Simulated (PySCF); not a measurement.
SMILES c1c(c(sc1)-c1ccsc1)C (C₉H₈S₂), GFN2-xTB optimised geometry.

```
19

C     -1.07     1.95    -0.03
C     -1.43     0.50     0.00
C     -2.78     0.06    -0.01
C     -2.91    -1.29    -0.01
S     -1.38    -2.08    -0.02
C     -0.54    -0.55     0.00
C      0.90    -0.55     0.00
C      1.67    -1.64    -0.50
C      3.00    -1.44    -0.40
S      3.37     0.09     0.30
C      1.71     0.46     0.47
H     -0.18     2.11    -0.64
H     -0.86     2.31     0.98
H     -1.89     2.53    -0.43
H     -3.61     0.74    -0.01
H     -3.80    -1.88    -0.01
H      1.23    -2.53    -0.91
H      3.80    -2.08    -0.70
H      1.43     1.38     0.93
```

Density from PBE0/def2-SVP (PySCF 2.14.0) at that geometry.

Minimum of the electron density along straight lines between bonded atoms, close to the bond critical point (lines longer than 1.1 times the sum of covalent radii, or with two minima, are not listed):

| bond | length / Å | ρ at the minimum / e bohr⁻³ | ∇²ρ there / e bohr⁻⁵ | position (fraction from the first atom) |
|---|---|---|---|---|
| C1–C2 | 1.493 | 0.255 | -0.60 | 0.49 |
| C2–C3 | 1.417 | 0.295 | -0.72 | 0.50 |
| C3–C4 | 1.356 | 0.324 | -0.83 | 0.49 |
| C4–S5 | 1.716 | 0.217 | -0.48 | 0.47 |
| C2–C6 | 1.373 | 0.315 | -0.77 | 0.49 |
| S5–C6 | 1.744 | 0.207 | -0.42 | 0.54 |
| C6–C7 | 1.444 | 0.278 | -0.68 | 0.50 |
| C7–C8 | 1.427 | 0.289 | -0.70 | 0.50 |
| C8–C9 | 1.352 | 0.327 | -0.84 | 0.49 |
| C9–S10 | 1.721 | 0.215 | -0.46 | 0.47 |
| C7–C11 | 1.368 | 0.316 | -0.78 | 0.49 |
| S10–C11 | 1.717 | 0.217 | -0.47 | 0.53 |
| C1–H12 | 1.088 | 0.276 | -1.02 | 0.63 |
| C1–H13 | 1.091 | 0.273 | -0.99 | 0.62 |
| C1–H14 | 1.088 | 0.277 | -1.01 | 0.63 |
| C3–H15 | 1.076 | 0.283 | -1.08 | 0.63 |
| C4–H16 | 1.072 | 0.286 | -1.12 | 0.64 |
| C8–H17 | 1.075 | 0.284 | -1.10 | 0.64 |
| C9–H18 | 1.072 | 0.286 | -1.12 | 0.64 |
| C11–H19 | 1.070 | 0.287 | -1.13 | 0.64 |
